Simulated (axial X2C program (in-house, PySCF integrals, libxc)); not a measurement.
**Which functional? An output for TiB⁻**

An SCF output computed with an in-house relativistic program for diatomic molecules for TiB⁻ at 2.172 Å, two-component, state Ω = 2, Ti dyall-acv3z [11s11p7d4f2g], B dyall-av3z [8s7p3d2f] (cores contracted in-house), without its first line:

```
basis functions 183  fitting functions 1011  grid points 5080
iter        total energy     max residual
   1       -877.075965200     1.33e-01
   2       -877.107462558     2.47e-02
   3       -877.118787904     1.52e-02
   4       -877.123579598     1.00e-02
   5       -877.129498863     7.23e-03
   6       -877.131539110     4.71e-03
   7       -877.132020392     2.79e-03
   8       -877.132251039     8.40e-04
   9       -877.132292557     3.94e-04
  10       -877.132318427     3.35e-04
  11       -877.132342083     2.85e-04
  12       -877.132374393     1.53e-04
  13       -877.132387637     1.66e-04
  14       -877.132398489     1.80e-04
  15       -877.132402526     1.86e-04
  16       -877.132396870     1.79e-04
  17       -877.132376253     1.49e-04
  18       -877.132348428     7.48e-05
  19       -877.132345122     4.52e-05
  20       -877.132344010     2.03e-05
  21       -877.132343895     1.69e-05
  22       -877.132343897     1.40e-05
  23       -877.132343895     1.21e-05
  24       -877.132343900     9.23e-06
  25       -877.132343906     5.29e-06
  26       -877.132343909     2.54e-06
  27       -877.132343909     1.85e-06
converged
one-electron -1258.63956863  Coulomb 400.23346799  exact exchange -45.33321036  xc functional 0.00000000  nuclear repulsion 26.79995083  atomic mean-field constant -0.19298373
```

Problem. Which level of theory produced it?
A. PBE0
B. BLYP
C. HF

Solution. C. The exact-exchange term against the functional term shows a share of 1 of exact exchange.
